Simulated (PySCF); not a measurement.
**Ionisation energy of Ne(2+) by level of theory**

Ne(2+) [He] 2s2 2p4 (3P) → Ne(3+) [He] 2s2 2p3 (4S), as a difference of total energies. Computed with PySCF 2.14 in x2c-SVPall, with scalar relativity by spin-free X2C-1e. Correlated levels: valence: 1s2 frozen. The calculations carry no spin-orbit coupling.

| method | ionisation energy (eV) |
| --- | --- |
| UHF | 61.846 |
| PBE | 64.029 |
| MP2 (valence) | 62.547 |
| CCSD (valence) | 62.546 |
| CCSD(T) (valence) | 62.557 |

Estimate what SCS-MP2 (valence) gives.

62.534 eV, closest to CCSD (valence) among the rows shown.

Estimate what B3LYP gives.

64.194 eV, closest to PBE among the rows shown.

Errors of the correlated levels include the incompleteness of this basis and the frozen core.

For comparison: 63.423 eV (measured; NIST Atomic Spectra Database, ionization energies).
